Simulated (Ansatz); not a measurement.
Coupled-cluster diagnostics for Ge₂H₂, Ansatz.

Geometry of the singlet (r2SCAN-D4/def2-TZVP):

```xyz
4

Ge   -1.0831    0.6118   -0.0072
Ge    1.1700    0.0705    0.4168
H    -0.3230   -0.8259    0.6620
H     0.2362    0.1436   -1.0716
```

Correlated methods freeze 18 core orbitals; core or outer-core shells of Ge are correlated, in sets that lack core-valence functions. In CCSD on the charge -1 doublet the largest single amplitude is 0.38, so its Hartree–Fock determinant may place the open shell otherwise than the density functionals do. At PBE0-D4/def2-TZVP a singlet of charge 0 lies 1.51 eV below the triplet, each at its own geometry. At PBE0-D4/def2-TZVP a singlet of charge 0 lies 4.10 eV below the quintet, each at its own geometry. The structure comes from a short search, and lower isomers may exist.

Geometry of the charge 0 triplet (r2SCAN-D4/def2-TZVP):

Cartesian coordinates in Å:
```
Ge 0.088 -1.252 0.644
Ge -0.212 1.267 -0.581
H 0.534 0.451 0.796
H -0.410 -0.466 -0.858
```

Geometry of the charge 0 quintet (r2SCAN-D4/def2-TZVP):

```xyz
4

Ge   -0.956   -0.929   -0.318
Ge    0.956    0.929    0.319
H     0.779   -0.825    0.068
H    -0.779    0.825   -0.068
```

Estimate the CCSD(T) correlation energy, the shares of MP2 and (T), T1 and the reference's ⟨S²⟩ for: charge 0, singlet, own geometry in def2-TZVPP; charge 0, singlet, own geometry in def2-TZVPD; charge 0, triplet, own geometry in def2-TZVPP; charge 0, quintet, own geometry in def2-TZVPP; charge 1, doublet, vertical in def2-TZVPP; charge -1, doublet, vertical in def2-TZVPD; and the rough time on 4 threads of Arm Neoverse V2 on a shared host.


| state | basis | correlation (eV) | MP2 share (%) | (T) share (%) | T1 | ⟨S²⟩ (pure) | wall time | remarks |
| --- | --- | --- | --- | --- | --- | --- | --- | --- |
| charge 0, singlet, own geometry | def2-TZVPP | -14.123 | 93.8 | 4.5 | 0.013 | 0.00 (0.00) | 6.5 s | – |
| charge 0, singlet, own geometry | def2-TZVPD | -14.037 | 93.7 | 4.4 | 0.014 | 0.00 (0.00) | 7 s | – |
| charge 0, triplet, own geometry | def2-TZVPP | -13.138 | 92.5 | 3.9 | 0.015 | 2.04 (2.00) | 28 s | – |
| charge 0, quintet, own geometry | def2-TZVPP | -13.146 | 94.1 | 4.4 | 0.013 | 6.05 (6.00) | 10 s | – |
| charge 1, doublet, vertical | def2-TZVPP | -13.076 | 93.0 | 4.2 | 0.017 | 0.80 (0.75) | 26 s | – |
| charge -1, doublet, vertical | def2-TZVPD | -14.473 | 93.5 | 4.5 | 0.054 | 0.80 (0.75) | 43 s | large T1 (0.054) |
Customary marks for T1 are 0.02 (closed shells), 0.045 (open shells) and about 0.05 (3d metals). T1 exceeds 0.02 in 1 of 6 rows and 0.045 in 1; the higher it lies, the less the single-reference result can be trusted.
